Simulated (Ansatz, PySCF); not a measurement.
Reaction (SMILES): OB(O)O[SiH3] → OB(O)O[SiH2] + H atom (the H-Si bond at the site shown breaks; other sites are not compared here)
Each molecule is optimised on its own at B3LYP-D3(BJ)/def2-TZVP (Ansatz, an electronic-structure program), one conformer each, not searched for the lowest. Frequencies are from Ansatz or PySCF.
Geometry of the first species:
```
O
B 1 1.3589
O 2 1.3705 1 117.23
H 3 0.9598 2 115.93 1 180.00
O 2 1.3784 1 117.91 3 180.00
H 5 0.9599 2 116.65 1 -180.00
Si 1 1.6507 2 132.96 3 180.00
H 7 1.4772 1 106.69 2 -180.00
H 7 1.4802 8 109.65 1 -119.88
H 7 1.4802 8 109.65 9 -120.25
```

Quantity: bond dissociation energy (enthalpy at 298 K, with B3LYP-D3(BJ) rigid-rotor harmonic-oscillator terms), in kcal/mol. Valence correlation only, unless marked. UHF or UKS for open shells. Spin-orbit coupling is left out. No relativistic terms. CBS(X,Y): correlation extrapolated as X^-3; Hartree-Fock from the larger set. [CCSD(T)-MP2]/basis is that difference in the basis named.

```json
[
 {"level": "HF/6-31G", "program": "Ansatz", "bond dissociation energy (kcal/mol)": "57.6"},
 {"level": "PBE-D3(BJ)/def2-TZVPD", "program": "Ansatz + dftd3", "bond dissociation energy (kcal/mol)": "82.9"},
 {"level": "BLYP-D4/def2-TZVPD", "program": "Ansatz + dftd4", "bond dissociation energy (kcal/mol)": "85.1"},
 {"level": "r2SCAN-D3(BJ)/def2-TZVPD", "program": "Ansatz + dftd3", "bond dissociation energy (kcal/mol)": "84.5"},
 {"level": "B97M-V/def2-TZVPD", "program": "Ansatz", "bond dissociation energy (kcal/mol)": "87.8"},
 {"level": "BHLYP-D3(BJ)/def2-TZVPD", "program": "Ansatz + dftd3", "bond dissociation energy (kcal/mol)": "88.4"},
 {"level": "BHLYP-D4/def2-TZVPD", "program": "Ansatz + dftd4", "bond dissociation energy (kcal/mol)": "88.2"},
 {"level": "HSE06-D3(BJ)/def2-TZVPD", "program": "Ansatz + dftd3", "bond dissociation energy (kcal/mol)": "84.1"},
 {"level": "LC-wPBE-D3(BJ)/def2-TZVPD", "program": "Ansatz + dftd3", "bond dissociation energy (kcal/mol)": "84.8"},
 {"level": "LC-wPBE/def2-TZVPD", "program": "Ansatz", "bond dissociation energy (kcal/mol)": "84.6"},
 {"level": "B2GP-PLYP-D3(BJ)/def2-TZVPD", "program": "Ansatz + dftd3", "bond dissociation energy (kcal/mol)": "87.2"},
 {"level": "B2PLYP/def2-TZVPD", "program": "Ansatz", "bond dissociation energy (kcal/mol)": "87.1"},
 {"level": "RPA@PBE/cc-pV(T+d)Z", "program": "Ansatz", "bond dissociation energy (kcal/mol)": "86.9"},
 {"level": "MP2/6-31G*", "program": "Ansatz", "bond dissociation energy (kcal/mol)": "76.4"},
 {"level": "MP2/cc-pV(T+d)Z", "program": "Ansatz", "bond dissociation energy (kcal/mol)": "86.0"},
 {"level": "SCS-MP2/6-31G*", "program": "Ansatz", "bond dissociation energy (kcal/mol)": "78.1"},
 {"level": "CCSD/6-31G", "program": "Ansatz", "bond dissociation energy (kcal/mol)": "67.4"},
 {"level": "CCSD(T)/STO-3G", "program": "Ansatz", "bond dissociation energy (kcal/mol)": "102.5"},
 {"level": "CCSD(T)/6-31G", "program": "Ansatz", "bond dissociation energy (kcal/mol)": "67.5"},
 {"level": "RI-MP2/CBS(cc-pV(T+d)Z,cc-pV(Q+d)Z)+[CCSD(T)-MP2]/cc-pV(T+d)Z", "program": "Ansatz", "bond dissociation energy (kcal/mol)": "90.5"},
 {"level": "CCSD(T)/CBS(cc-pV(T+d)Z,cc-pV(Q+d)Z)", "program": "Ansatz", "bond dissociation energy (kcal/mol)": "90.1"}
]
```
